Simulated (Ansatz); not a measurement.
BBr2H2N (`NB(Br)Br`), relaxed with RKS PBE-D4/def2-SVP in the Gaussian-basis code of Ansatz from a rough embedded geometry. The force threshold is 0.03 eV/Å; the program also tests the step.

The species carries charge 0 and has multiplicity 1.

Start:

```xyz
6

N     0.787   -0.455    0.467
B    -0.436    0.368   -0.024
Br   -1.293    1.821    1.100
Br   -1.100   -0.047   -1.857
H     1.537   -0.277   -0.195
H     0.505   -1.410    0.509
```

```tsv
step	energy (eV)	largest force (eV/Å)	largest move (Å)
1	-142251.2853	3.145	0.000
2	-142251.6266	1.458	0.179
3	-142251.7081	0.389	0.079
4	-142251.8193	1.026	0.200
5	-142251.9444	1.605	0.197
6	-142252.2040	1.243	0.200
7	-142252.4196	1.119	0.200
8	-142252.4958	0.546	0.128
9	-142252.6227	0.181	0.200
10	-142252.6254	0.039	0.017
11	-142252.6254	0.079	0.006
12	-142252.6256	0.005	0.002
```

End:

```xyz
6

N     0.641   -0.488    0.229
B    -0.427    0.325   -0.152
Br   -1.453    1.266    1.192
Br   -0.880    0.510   -2.025
H     1.207   -1.001   -0.448
H     0.913   -0.612    1.205
```

It took 18 s on 4 threads of an Intel Xeon Platinum 8259CL on a shared host, with 0.18 GiB of host memory at the peak.
